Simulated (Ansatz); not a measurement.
Two shapes of singlet CuNH3(+).

Shape 1:

```xyz
5

N     0.0000    0.0000   -1.4161
H     0.9449    0.0000   -1.8120
H    -0.4725    0.8183   -1.8120
H    -0.4725   -0.8183   -1.8120
Cu    0.0000    0.0000    0.5293
```

Shape 2:

```xyz
5

N     0.0000    0.0000   -1.3028
H     0.8693    0.0000   -1.6671
H    -0.4347    0.7529   -1.6671
H    -0.4347   -0.7529   -1.6671
Cu    0.0000    0.0000    0.4869
```

Basis set: def2-TZVP (spherical functions). Frozen core: 6 orbitals. Charge 1, multiplicity 1.

Computed with Ansatz (development build ahead of 0.2.0); each method stands on the lowest determinant of its kind that the runs found.

(1) Which shape is lower in energy, and by how much in each method?

## Answers

(1)

```json
{"method": "RHF", "E(2) − E(1) (eV)": "0.679"}
{"method": "RHF-MP2", "E(2) − E(1) (eV)": "0.569"}
```

Shape 1 is lower.
